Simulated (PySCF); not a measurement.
AlOF, SMILES [O]=[Al][F].

Geometry optimised at B3LYP-D3(BJ)/def2-TZVP.

Two levels are set side by side: PBE/def2-TZVPD (PySCF) and PBE0/def2-TZVPD (PySCF). Same geometry, gas phase. Differences are taken from unrounded values.

```tsv
quantity	PBE0
orbital gap (eV)	5.11
highest occupied level (eV)	-8.07
lowest empty level (eV)	-2.96
dipole moment (D)	3.38
mean polarisability (bohr³)	31.1
```

Task: What does PBE give, and how far is it from PBE0? (Estimate from the structure and the level; the computed values follow.)

Result: 
```csv
quantity,PBE,PBE minus PBE0
orbital gap (eV),2.89,-2.22
highest occupied level (eV),-6.71,1.36
lowest empty level (eV),-3.82,-0.86
dipole moment (D),3.05,-0.33
mean polarisability (bohr³),33.8,2.7
```

PBE's occupied levels lie high since its potential decays too fast outside the molecule; exact exchange lowers them and widens the gap. Loosely held outer electrons make PBE densities more polarisable. Differences between two approximate levels are no errors against the true value.

Rough cost on one machine, each run with all the roots and properties that it gave: PBE0 against PBE within a factor of 2.
